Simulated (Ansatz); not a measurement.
PBE exchange is replaced step by step with exact exchange (0 % is PBE, 25 % PBE0; no dispersion term), basis def2-SVP, Ansatz. System: (Cl2B-mu-SMe)2 (C2H6B2Cl4S2). Charge 0, multiplicity 1. Geometry: PBE-D4/def2-SVP.

Geometry of the singlet:

```csv
atom,x (Å),y (Å),z (Å)
B1,-0.4789,-0.3011,1.6098
Cl2,0.4463,-1.8534,1.7626
Cl3,-1.4142,0.2302,3.0588
S4,-1.7256,-0.2733,0.0373
C5,-1.0092,-1.4447,-1.1655
B6,-0.8027,1.4720,-0.3184
Cl7,-0.1981,1.6174,-2.0221
Cl8,-1.8791,2.7938,0.2742
S9,0.6690,1.2393,1.0280
C10,2.0562,0.4873,0.1097
H11,-1.0386,-0.9606,-2.1595
H12,0.0257,-1.7129,-0.8853
H13,-1.6442,-2.3492,-1.1535
H14,2.8461,1.2563,0.0306
H15,1.7334,0.1793,-0.9019
H16,2.4139,-0.3804,0.6953
```

| exact exchange (%) | HOMO (eV) | LUMO (eV) | gap (eV) |
| --- | --- | --- | --- |
| 0 | -6.81 | -1.25 | 5.56 |
| 5 | -7.07 | -1.07 | 6.00 |
| 10 | -7.33 | -0.90 | 6.43 |
| 15 | -7.59 | -0.72 | 6.87 |
| 25 | -8.12 | -0.37 | 7.75 |
| 50 | -9.43 | 0.51 | 9.95 |

Fit a straight line to the column «gap (eV)» against the share of exact exchange and predict its value at 35 %.

With x = exact exchange (%) and y = gap (eV): mean x = 17.5, mean y = 7.093; Σ(x − x̄)(y − ȳ) = 143.8, Σ(x − x̄)² = 1638; slope b = 0.08779, intercept a = ȳ − b·x̄ = 5.557. The residuals of the fitted rows reach 0.00. At x = 35 the line gives 5.557 + (0.08779 × 35) = 8.63; the run gave 8.62, 0.01 less than the line.
